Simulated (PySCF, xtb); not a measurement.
CH6O3Si2, SMILES O=C([SiH2]O)[SiH2]O. Other conformers were not sampled.

Harmonic wavenumbers (cm⁻¹) from GFN2-xTB (xtb) at its own minimum, in rising order: 51, 53, 99, 161, 211, 242, 269, 311, 392, 447, 485, 586, 591, 609, 672, 690, 769, 782, 815, 850, 906, 925, 936, 1642, 2290, 2302, 2313, 2319, 3589, 3592.

Task: What does PBE-D3(BJ)/def2-SVP run with PySCF 2.14.0 give at its own minimum? (The exact figures need the calculation; the answer reports its results.)

Result: 66, 71, 124, 198, 237, 241, 402, 435, 458, 466, 471, 682, 696, 702, 722, 780, 843, 873, 909, 941, 949, 986, 1012, 1603, 2159, 2160, 2164, 2164, 3558, 3567. Paired by order, the mean absolute difference is 70 cm⁻¹ and the zero-point energies are 42.7 and 43.8 kcal/mol.
